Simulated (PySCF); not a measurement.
# From computed data to an observable: oscillator strength and radiative lifetime

SeF2, SMILES [Se](F)F.

Geometry optimised at ωB97X-D3(BJ)/def2-TZVP.

TDDFT-LC-ωPBE/def2-SVPD (PySCF) puts the first singlet state with f over 0.02 at 7.13 eV (vertical), with the transition dipole (-0.839, 0.000, 0.000) in atomic units.

### Question
Find the oscillator strength, the wavelength and the radiative lifetime that this transition would have in vacuum if emission retraced absorption.

### Answer

|μ|² = 0.7039 au, so |μ| = 2.13 D. ΔE = 7.13/27.211 = 0.2620 hartree. f = (2/3) ΔE |μ|² = 0.123 (the program prints 0.123).
λ = 1239.84/7.13 = 174 nm; ν = 57507 cm⁻¹.
Einstein's coefficient A = 0.6670 ν² f s⁻¹ (ν in cm⁻¹) = 2.7e8 s⁻¹, so τ = 1/A = 3.7 ns. This state is S3; the lower singlets have f = 0.000, 0.002. The figure is the radiative limit of this one transition; relaxation, internal conversion, crossing to triplets and a medium change what is measured.
